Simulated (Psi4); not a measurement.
C$_{2}$H$_{6}$ClGa, singlet, at a GFN2-xTB geometry (such geometries of metal compounds can be far from the true shape); B3LYP/STO-3G (Psi4 1.11).

Here is a job for Psi4.
```
memory 2 GB

molecule mol {
0 1
  Ga   -0.238826    0.100834   -0.140928
  C    -1.801463   -1.215728   -0.233938
  H    -1.489747   -2.112350   -0.776704
  H    -2.677611   -0.793048   -0.726654
  H    -2.077411   -1.521984    0.778831
  C    -0.065049    2.001846   -0.875734
  H     0.732351    2.031670   -1.623405
  H     0.216980    2.678727   -0.064580
  H    -0.987966    2.361123   -1.332046
  Cl    1.463887   -0.616864    0.868903
}

set basis sto-3g
set reference rks
set diis_max_vecs 3

energy('b3lyp')
print_variables()
```

Q: Predict the main parts of the log of this Psi4 run.

A: 
```
   => Loading Basis Set <=

    Name: STO-3G
    Role: ORBITAL
    Keyword: BASIS

         ---------------------------------------------------------
                                   SCF
               by Justin Turney, Rob Parrish, Andy Simmonett
                          and Daniel G. A. Smith
                              RKS Reference
         ---------------------------------------------------------

  ==> Geometry <==

    Molecular point group: c1
    Full point group: C1

    Geometry (in Angstrom), charge = 0, multiplicity = 1:

       Center              X                  Y                   Z               Mass
    ------------   -----------------  -----------------  -----------------  -----------------
         GA          -0.283610622593     0.119668662341    -0.167664133297    68.925573500000
         C           -1.846247622593    -1.196893337659    -0.260674133297    12.000000000000
         H           -1.534531622593    -2.093515337659    -0.803440133297     1.007825032230
         H           -2.722395622593    -0.774213337659    -0.753390133297     1.007825032230
         H           -2.122195622593    -1.503149337659     0.752094866703     1.007825032230
         C           -0.109833622593     2.020680662341    -0.902470133297    12.000000000000
         H            0.687566377407     2.050504662341    -1.650141133297     1.007825032230
         H            0.172195377407     2.697561662341    -0.091316133297     1.007825032230
         H           -1.032750622593     2.379957662341    -1.358782133297     1.007825032230
         CL           1.419102377407    -0.598029337659     0.842166866703    34.968852682000

  Running in c1 symmetry.

  Rotational constants: A =      0.14550  B =      0.10019  C =      0.06068 [cm^-1]
  Rotational constants: A =   4362.01221  B =   3003.73578  C =   1819.00316 [MHz]
  Nuclear repulsion =  340.705483122088765

  Charge       = 0
  Multiplicity = 1
  Electrons    = 66
  Nalpha       = 33
  Nbeta        = 33

  ==> Algorithm <==

  SCF Algorithm Type is DF.
  DIIS enabled.
  MOM disabled.
  Fractional occupation disabled.
  Guess Type is SAD.
  Energy threshold   = 1.00e-06
  Density threshold  = 1.00e-06
  Integral threshold = 1.00e-12

  ==> Primary Basis <==

  Basis Set: STO-3G
    Blend: STO-3G
    Number of shells: 25
    Number of basis functions: 43
    Number of Cartesian functions: 44
    Spherical Harmonics?: true
    Max angular momentum: 2

  ==> DFT Potential <==

   => LibXC <=

    Version 7.1.2
    S. Lehtola, C. Steigemann, M. J. T. Oliveira, and M. A. L. Marques,  SoftwareX 7, 1–5 (2018) (10.1016/j.softx.2017.11.002)

   => Composite Functional: B3LYP <=

    B3LYP Hyb-GGA Exchange-Correlation Functional

    P. J. Stephens, F. J. Devlin, C. F. Chabalowski, and M. J. Frisch,  J. Phys. Chem. 98, 11623 (1994) (10.1021/j100096a001)

    Deriv               =              1
    GGA                 =           TRUE
    Meta                =          FALSE

    Exchange Hybrid     =           TRUE
    MP2 Hybrid          =          FALSE

   => Exchange Functionals <=

    0.0800   Slater exchange
    0.7200         Becke 88

   => Exact (HF) Exchange <=

    0.2000               HF

   => Correlation Functionals <=

    0.1900   Vosko, Wilk & Nusair (VWN5_RPA)
    0.8100   Lee, Yang & Parr

   => LibXC Density Thresholds  <==

    XC_HYB_GGA_XC_B3LYP:  1.00E-15

   => Molecular Quadrature <=

    Radial Scheme          =       TREUTLER
    Pruning Scheme         =           NONE
    Nuclear Scheme         =       TREUTLER

    Blocking Scheme        =         OCTREE
    BS radius alpha        =              1
    Pruning alpha          =              1
    Radial Points          =             75
    Spherical Points       =            302
    Total Points           =         212661
    Total Blocks           =           1641
    Max Points             =            256
    Max Functions          =             41
[...]
   @DF-RKS iter   3: -2430.75221103788226   -3.97279e+01   6.86809e-02 ADIIS/DIIS
   @DF-RKS iter   4: -2436.26113068693394   -5.50892e+00   5.62018e-03 ADIIS/DIIS
   @DF-RKS iter   5: -2434.65126911808147    1.60986e+00   3.34898e-02 ADIIS/DIIS
   @DF-RKS iter   6: -2436.32260107697402   -1.67133e+00   3.18892e-03 ADIIS/DIIS
   @DF-RKS iter   7: -2436.33823394758383   -1.56329e-02   1.19567e-03 ADIIS/DIIS
   @DF-RKS iter   8: -2436.34018507078326   -1.95112e-03   2.28092e-04 ADIIS/DIIS
   @DF-RKS iter   9: -2436.34024748701086   -6.24162e-05   2.04913e-04 ADIIS/DIIS
   @DF-RKS iter  10: -2436.34032185914020   -7.43721e-05   6.24186e-05 DIIS
   @DF-RKS iter  11: -2436.34034447057547   -2.26114e-05   5.08999e-05 DIIS
   @DF-RKS iter  12: -2436.34035690523388   -1.24347e-05   4.27504e-05 DIIS
   @DF-RKS iter  13: -2436.34038079539096   -2.38902e-05   1.64969e-05 DIIS
   @DF-RKS iter  14: -2436.34038125656434   -4.61173e-07   6.93248e-06 DIIS
   @DF-RKS iter  15: -2436.34038185315649   -5.96592e-07   5.60470e-06 DIIS
   @DF-RKS iter  16: -2436.34038232988723   -4.76731e-07   4.44113e-06 DIIS
   @DF-RKS iter  17: -2436.34038344827422   -1.11839e-06   4.66208e-06 DIIS
   @DF-RKS iter  18: -2436.34038158555450    1.86272e-06   4.83436e-06 DIIS
   @DF-RKS iter  19: -2436.34037948580635    2.09975e-06   3.34498e-06 DIIS
   @DF-RKS iter  20: -2436.34037936092318    1.24883e-07   1.79990e-06 DIIS
   @DF-RKS iter  21: -2436.34037955627264   -1.95349e-07   3.28408e-06 DIIS
   @DF-RKS iter  22: -2436.34037948836476    6.79079e-08   1.26280e-06 DIIS
   @DF-RKS iter  23: -2436.34037950601578   -1.76510e-08   1.21993e-06 DIIS
   @DF-RKS iter  24: -2436.34037950324137    2.77441e-09   1.23173e-06 DIIS
   @DF-RKS iter  25: -2436.34037959165062   -8.84093e-08   1.74971e-06 DIIS
   @DF-RKS iter  26: -2436.34037959164061    1.00044e-11   1.22991e-06 DIIS
   @DF-RKS iter  27: -2436.34037940790950    1.83731e-07   8.35095e-07 DIIS
  Energy and wave function converged.

  ==> Post-Iterations <==

   Electrons on quadrature grid:
      Ntotal   =   65.9999754802 ; deviation = -2.452e-05

    Orbital Energies [Eh]
    ---------------------

    Doubly Occupied:

[...]
    Virtual:

[...]
      43A      0.495631

    Final Occupation by Irrep:
              A
    DOCC [    33 ]
    NA   [    33 ]
    NB   [    33 ]

  @DF-RKS Final Energy: -2436.34037940790950

   => Energetics <=

    Nuclear Repulsion Energy =            340.7054831220887650
    One-Electron Energy =               -4076.5851059276437809
    Two-Electron Energy =                1393.4198124851168359
    DFT Exchange-Correlation Energy =     -93.8805690874712724
    Empirical Dispersion Energy =           0.0000000000000000
    VV10 Nonlocal Energy =                  0.0000000000000000
    Total Energy =                      -2436.3403794079094951

Computation Completed

Properties will be evaluated at   0.000000,   0.000000,   0.000000 [a0]

Properties computed using the SCF density matrix

 Multipole Moments:

 ------------------------------------------------------------------------------------
     Multipole            Electronic (a.u.)      Nuclear  (a.u.)        Total (a.u.)
 ------------------------------------------------------------------------------------

 L = 1.  Multiply by 2.5417464519 to convert [e a0] to [Debye]
 Dipole X            :          4.9821592           -5.5856300           -0.6034708
 Dipole Y            :         -2.0959763            2.3491180            0.2531417
 Dipole Z            :          2.9708769           -3.3345952           -0.3637184
 Magnitude           :                                                    0.7486980

 ------------------------------------------------------------------------------------

  Variable Map:
  ----------------------------------------------------------------------------
[...]
  Array Variable Map:
  ----------------------------------------------------------------------------
[...]
[...]
```
